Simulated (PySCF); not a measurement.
chlorosilylboronic acid (BClH₄O₂Si), SMILES B([SiH2]Cl)(O)O.

Coordinates come from a B3LYP-D3(BJ)/def2-SVP optimisation. One conformer was computed; it need not be the lowest.

The numbers are results of PySCF with ωB97X/def2-TZVP, not measurements.

Symmetry labels are those of the subgroup Cs that the program uses (full group Cs).

Computed valence orbital energies around the gap with their symmetry:
```csv
orbital,symmetry,energy (eV)
HOMO−7,A',-14.37
HOMO−6,A",-14.26
HOMO−5,A',-13.37
HOMO−4,A",-13.27
HOMO−3,A',-12.25
HOMO−2,A",-12.20
HOMO−1,A",-11.56
HOMO,A',-10.59
LUMO,A',1.38
LUMO+1,A",1.60
LUMO+2,A',2.61
LUMO+3,A',3.43
```
